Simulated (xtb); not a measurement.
xtb input:

```bash
xtb mol.xyz --gfn 1 --sp --chrg 0 --uhf 0
```
mol.xyz:
```
2

B     -0.00000000    -0.00000000    -1.95743526
I      0.00000000     0.00000000     0.18466370
```

Problem. Which total energy does the run end on?

Solution. -5.28848 Eh (GFN1-xTB).
